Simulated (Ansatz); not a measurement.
Os4⁻ (the lowest doublet isomer of a short search), 4 atoms. Hardware: 4 threads of Arm Neoverse V2 on a shared host.

In the def2 sets Os takes a core potential; there is no spin–orbit coupling.

How many basis functions does each of these Ansatz runs have, and roughly what does it cost? PBE0-D4/def2-SVP, charge 0 singlet at the geometry of the charge -1 doublet, energy with a search over starts; r2SCAN-D4/def2-TZVPD, charge -1 quartet, energy, from earlier orbitals; PBE0-D4/def2-TZVPD, charge -1 doublet, energy, from earlier orbitals; B97M-V/def2-TZVPD, charge -1 sextet, energy, from earlier orbitals; revPBE-D4/def2-TZVPD, charge -1 sextet, energy, from earlier orbitals; PBE0-D4/def2-TZVPD, charge -1 quartet, energy, from earlier orbitals; PBE0-D4/def2-TZVPD, charge 0 triplet at the geometry of the charge -1 doublet, energy; BLYP-D4/def2-TZVPD, charge -1 doublet, energy, from earlier orbitals; PBE0-D4/def2-SVP, charge -1 sextet, energy with a search over starts; revPBE-D4/def2-TZVPD, charge -1 doublet, energy, from earlier orbitals; PBE0-D4/def2-SVPD, charge -1 quartet, relaxation, 6 steps; PBE-D4/def2-TZVPD, charge -1 quartet, energy, from earlier orbitals.

Other jobs shared the machine, so times can vary by a factor of up to 3. A dash marks memory too small to be measured apart from the calling script's.

```json
{"run": "revPBE-D4/def2-TZVPD, charge -1 doublet, energy, from earlier orbitals", "functions": "172", "fitting or Cholesky vectors": "1492", "wall time": "8.5 s", "peak host memory (GiB)": "–"}
{"run": "PBE0-D4/def2-SVP, charge 0 singlet at the geometry of the charge -1 doublet, energy with a search over starts", "functions": "128", "fitting or Cholesky vectors": "1348", "wall time": "16 s", "peak host memory (GiB)": "–"}
{"run": "PBE-D4/def2-TZVPD, charge -1 quartet, energy, from earlier orbitals", "functions": "172", "fitting or Cholesky vectors": "1492", "wall time": "18 s", "peak host memory (GiB)": "0.57"}
{"run": "BLYP-D4/def2-TZVPD, charge -1 doublet, energy, from earlier orbitals", "functions": "172", "fitting or Cholesky vectors": "1492", "wall time": "19 s", "peak host memory (GiB)": "0.57"}
{"run": "revPBE-D4/def2-TZVPD, charge -1 sextet, energy, from earlier orbitals", "functions": "172", "fitting or Cholesky vectors": "1492", "wall time": "21 s", "peak host memory (GiB)": "0.57"}
{"run": "PBE0-D4/def2-TZVPD, charge -1 doublet, energy, from earlier orbitals", "functions": "172", "fitting or Cholesky vectors": "1692", "wall time": "27 s", "peak host memory (GiB)": "1.1"}
{"run": "PBE0-D4/def2-TZVPD, charge 0 triplet at the geometry of the charge -1 doublet, energy", "functions": "172", "fitting or Cholesky vectors": "1692", "wall time": "28 s", "peak host memory (GiB)": "1.1"}
{"run": "PBE0-D4/def2-TZVPD, charge -1 quartet, energy, from earlier orbitals", "functions": "172", "fitting or Cholesky vectors": "1692", "wall time": "28 s", "peak host memory (GiB)": "1.1"}
{"run": "PBE0-D4/def2-SVPD, charge -1 quartet, relaxation, 6 steps", "functions": "140", "fitting or Cholesky vectors": "1357", "wall time": "46 s", "peak host memory (GiB)": "0.55"}
{"run": "r2SCAN-D4/def2-TZVPD, charge -1 quartet, energy, from earlier orbitals", "functions": "172", "fitting or Cholesky vectors": "1492", "wall time": "48 s", "peak host memory (GiB)": "0.7"}
{"run": "B97M-V/def2-TZVPD, charge -1 sextet, energy, from earlier orbitals", "functions": "172", "fitting or Cholesky vectors": "1492", "wall time": "95 s", "peak host memory (GiB)": "1"}
{"run": "PBE0-D4/def2-SVP, charge -1 sextet, energy with a search over starts", "functions": "128", "fitting or Cholesky vectors": "1264", "wall time": "1.8 min", "peak host memory (GiB)": "0.67"}
```
